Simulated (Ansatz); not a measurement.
Born–Oppenheimer molecular dynamics of CH₆GaN (9 atoms, charge 0, multiplicity 1). It starts from a relaxed structure.

All numbers below come from RKS PBE/def2-SVP in Ansatz 0.2.0.

```
ensemble                      : NVE (Milne-controlled integrator)
time step                     : 1 fs
steps asked                   : 100
starting velocities drawn for : 300 K
seed                          : 926813
```

First frame:

```xyz
9
Properties=species:S:1:pos:R:3
Ga 0.022 0.031 -0.014
N -0.011 0.004 1.817
H -0.861 -0.033 2.384
H 0.825 0.022 2.403
H 1.467 0.093 -0.646
C -1.713 -0.020 -0.963
H -2.254 -0.960 -0.729
H -2.357 0.824 -0.641
H -1.581 0.040 -2.061
```

How far do the bonds stretch over the last three quarters of this one trajectory? (Pairs bonded in most of those frames.)


```json
{"bond": "Ga1–N2", "mean (Å)": "1.829", "spread (Å)": "0.023", "shortest": "1.79", "longest": "1.86"}
{"bond": "Ga1–H5", "mean (Å)": "1.575", "spread (Å)": "0.030", "shortest": "1.53", "longest": "1.62"}
{"bond": "Ga1–C6", "mean (Å)": "1.982", "spread (Å)": "0.027", "shortest": "1.94", "longest": "2.04"}
{"bond": "N2–H3", "mean (Å)": "1.023", "spread (Å)": "0.009", "shortest": "1.01", "longest": "1.04"}
{"bond": "N2–H4", "mean (Å)": "1.022", "spread (Å)": "0.006", "shortest": "1.01", "longest": "1.03"}
{"bond": "C6–H7", "mean (Å)": "1.112", "spread (Å)": "0.014", "shortest": "1.09", "longest": "1.13"}
{"bond": "C6–H8", "mean (Å)": "1.112", "spread (Å)": "0.020", "shortest": "1.08", "longest": "1.15"}
{"bond": "C6–H9", "mean (Å)": "1.112", "spread (Å)": "0.015", "shortest": "1.08", "longest": "1.14"}
```

Mean temperature of the second half: 178 K. The conserved energy stayed within 0.11 meV per atom of its start (net change -0.01 meV per atom), so the integration is sound. A run of 0.1 ps of so small a system gives no equilibrium averages.

Time of the run: 3.5 min on 1 thread of Arm Neoverse V2, on a shared host, peak memory 0.12 GiB.
